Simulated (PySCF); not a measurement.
**Dipole response of Pb⁺ (lead, charge +1)**

[Xe] 4f14 5d10 6s2 6p1, 2P determinant. Computed with PySCF 2.14 in aug-cc-pVQZ-DK3 (10s9p7d4f2g, 118 functions), with the spin-free X2C one-electron Hamiltonian (Gaussian nucleus). Coupled (time-dependent) response in atomic units; α is the mean over directions.

```csv
method,mean α (bohr³),"α xx, yy, zz",C₆ (like pair),S(−4)
UHF,28.66,"25.66, 34.65, 25.66",248.7,262.2
```

S(−4) is the Cauchy moment in α(ω) = α(0) + S(−4) ω² + …

Spin-orbit coupling is absent.

α(iu) at UHF:

```
u (hartree)  α(iu) (bohr³)
          0          28.66
     0.0500          28.02
      0.100          26.33
      0.200          21.57
      0.300          17.09
      0.500          11.12
      0.750          7.341
       1.00          5.358
       1.50          3.360
       2.00          2.351
       3.00          1.343
       5.00         0.5949
```

For an ion, C₆ is the dispersion term alone; charge-induced terms of lower order in 1/R come first.

The components differ because the open shell of this determinant is not spherical; for a pure term their mean is the scalar polarisability.

Spin-orbit coupling, absent here, splits the open shell strongly.
